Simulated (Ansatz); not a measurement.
Ideal-gas functions of `[SH][Ge][Br]` at 800 K and 1 bar, from an Ansatz frequency run at PBE0-D4/def2-TZVP.

Molar mass 185.59 g/mol, point group Cs (symmetry number 1), electronic degeneracy 1, moments of inertia 87.436, 326.934, 414.37 u Å². Harmonic wavenumbers (cm⁻¹, unscaled): 138, 277, 346, 391, 626, 2709.

Use S(trans) = R[1.5 ln M + 2.5 ln T − 1.1517]; rotational temperatures θ = 24.2544 K / I; S(rot) = R[ln(√π/σ · √(T³/θAθBθC)) + 1.5]; for each mode x = 1.438777 ν̃/T, S = R[x/(eˣ − 1) − ln(1 − e⁻ˣ)] and H = RT x/(eˣ − 1); 1 cm⁻¹ = 0.0119627 kJ/mol; R = 8.31446 J/(mol·K).

Question: By hand: the entropy, in J/(mol·K).

Answer: Translation 194.5. Rotation: θ = 0.2774, 0.0742, 0.0585 K, giving 128.5. Vibration, mode by mode: 19.92, 14.19, 12.39, 11.41, 7.75, 0.38, in all 66.0. Electronic 0.0. Sum 389.0 J/(mol·K).

Question: By hand: H − E and G − E in kJ/mol, counted from the electronic energy.

Answer: Zero-point energy ½ × 4487 × 0.0119627 = 26.8; thermal vibration 24.2; translation, rotation and pV give 4 RT = 26.6. H − E = 77.6 kJ/mol, and G − E = 77.6 − 800 × 389.0/1000 = -233.6 kJ/mol.

Vibration gives 17 % of the entropy, 19.9 J/(mol·K) of it from the mode under 150 cm⁻¹: soft modes count most, and the harmonic formula is weakest for them. The sum counts one conformer and one mirror image; others add a mixing term.
